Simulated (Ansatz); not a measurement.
Gas-phase electronic energies from Ansatz, PBE0-D4/def2-TZVP geometries. CCSD(T)/CBS is the MP2 limit (def2-TZVPP, def2-QZVPP) plus CCSD(T) − MP2 in def2-TZVPP, frozen cores. This one scheme is used for every species. Double bonds are as drawn, so ΔE can hold a change between cis and trans. Functionals use def2-TZVPP. Each species was taken in one conformer, which may not be the lowest.

Consider the substitution at a C–Si bond: `[SiH3]/C=C/Cl` + CH₃OH → `CO/C=C/Cl` + SiH₄.

`[SiH3]/C=C/Cl`:

```xyz
9

Si    0.523   -1.122   -0.543
C    -0.139    0.127    0.662
C    -0.563    1.315    0.254
Cl   -1.190    2.529    1.305
H     0.468   -0.540   -1.910
H     1.928   -1.476   -0.210
H    -0.287   -2.368   -0.501
H    -0.186   -0.103    1.723
H    -0.555    1.637   -0.781
```

CH₃OH:

Cartesian coordinates in Å:
```
C -0.077 0.342 0.061
O -0.233 -0.943 -0.495
H -0.886 0.960 -0.330
H 0.875 0.809 -0.224
H -0.151 0.336 1.155
H 0.472 -1.505 -0.166
```

`CO/C=C/Cl`:

Z-matrix (Å, degrees):
```
C
O 1 1.412
H 1 1.096 2 111.1
H 1 1.089 2 106.8 3 118.9
H 1 1.095 2 111.2 3 -121.9
C 2 1.347 1 114.7 3 54.9
C 6 1.327 2 121.4 1 161.9
H 6 1.088 2 117.0 1 -19.8
Cl 7 1.718 6 121.5 2 176.6
H 7 1.081 6 123.1 2 -2.2
```

SiH₄:

Cartesian coordinates in Å:
```
Si 0.000 0.000 0.000
H -0.480 0.415 -1.342
H 1.190 0.806 0.371
H 0.366 -1.439 -0.028
H -1.076 0.218 0.999
```

(1) Is it downhill or uphill in electronic energy at CCSD(T)/CBS, and by how much? (An estimate is asked.)

(2) What do these levels give: B2PLYP, HF/def2-TZVPP, CCSD/def2-TZVPP, HF/CBS(def2), MP2/CBS(def2), CCSD/CBS(def2)? (Estimate.)

Largest T1 diagnostic among the species: 0.012.

Answers

(1) The calculation gave: Uphill: ΔE = +68.9 kJ/mol.

(2) Ansatz gave: B2PLYP 61.1, HF/def2-TZVPP 57.3, CCSD/def2-TZVPP 64.0, HF/CBS(def2) 57.8, MP2/CBS(def2) 75.3, CCSD/CBS(def2) 69.2 kJ/mol.

From PBE to PBE0 (25 % exact exchange), in def2-TZVPP and without D4, ΔE moves by +3.3 kJ/mol. In def2-TZVPP, CCSD(T) changes the Hartree–Fock value by +6.3 kJ/mol (the triples alone add −0.4 kJ/mol) and MP2 by +12.7 kJ/mol.
